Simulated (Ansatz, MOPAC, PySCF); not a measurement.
Pair of molecules: CH6OSi (SMILES CO[SiH3]) (first 9 atoms) with CH4 (SMILES C); geometry from B3LYP-D3(BJ)/def2-TZVP, rigid monomers moved along the line of their centres of mass till O2···H11 is 2.42 Å.
(charge 0, multiplicity 1):
```json
[
 {"atom": "C", "x (Å)": "-1.6050", "y (Å)": "-0.4673", "z (Å)": "0.3216"},
 {"atom": "O", "x (Å)": "-0.5492", "y (Å)": "0.4651", "z (Å)": "0.1508"},
 {"atom": "Si", "x (Å)": "0.9489", "y (Å)": "0.0400", "z (Å)": "-0.3829"},
 {"atom": "H", "x (Å)": "-2.4791", "y (Å)": "0.0743", "z (Å)": "0.6816"},
 {"atom": "H", "x (Å)": "-1.8598", "y (Å)": "-0.9563", "z (Å)": "-0.6241"},
 {"atom": "H", "x (Å)": "-1.3413", "y (Å)": "-1.2340", "z (Å)": "1.0566"},
 {"atom": "H", "x (Å)": "1.5554", "y (Å)": "-0.9886", "z (Å)": "0.5000"},
 {"atom": "H", "x (Å)": "1.7615", "y (Å)": "1.2719", "z (Å)": "-0.3719"},
 {"atom": "H", "x (Å)": "0.8809", "y (Å)": "-0.5210", "z (Å)": "-1.7568"},
 {"atom": "C", "x (Å)": "0.0326", "y (Å)": "0.0394", "z (Å)": "3.3578"},
 {"atom": "H", "x (Å)": "-0.1891", "y (Å)": "0.7106", "z (Å)": "2.5300"},
 {"atom": "H", "x (Å)": "-0.8930", "y (Å)": "-0.3959", "z (Å)": "3.7332"},
 {"atom": "H", "x (Å)": "0.6922", "y (Å)": "-0.7553", "z (Å)": "3.0109"},
 {"atom": "H", "x (Å)": "0.5223", "y (Å)": "0.5916", "z (Å)": "4.1589"}
]
```

Interaction energies are E(AB) − E(A) − E(B) at the monomers' geometry in the complex; basis-set methods are counterpoise corrected. Rows marked so take none.

Rows in 6-31G* carry no dispersion term and start afresh at each structure (6-31G* with six Cartesian d functions). The state that PM7 reach isn't checked; PM7 holds dispersion and hydrogen-bond terms.

Run with Ansatz (Gaussian basis) for Hartree–Fock, density functionals and correlated methods; MOPAC for PM7 (differences of heats of formation); PySCF for 6-31G* rows, the dispersion terms. Each number belongs to the level named beside it.

### Question
One of these levels gives -1.76 kcal/mol for the interaction energy. Name it.
(A) PBE-D4/def2-TZVPPD
(B) PM7
(C) M06-2X/6-31G* (no counterpoise)
(D) PBE0/def2-TZVPPD

### Answer
C, M06-2X/6-31G* (no counterpoise). The others give 0.86 (PM7), -0.94 (PBE-D4/def2-TZVPPD), 0.56 (PBE0/def2-TZVPPD)

Ansatz is a program for electronic structure.
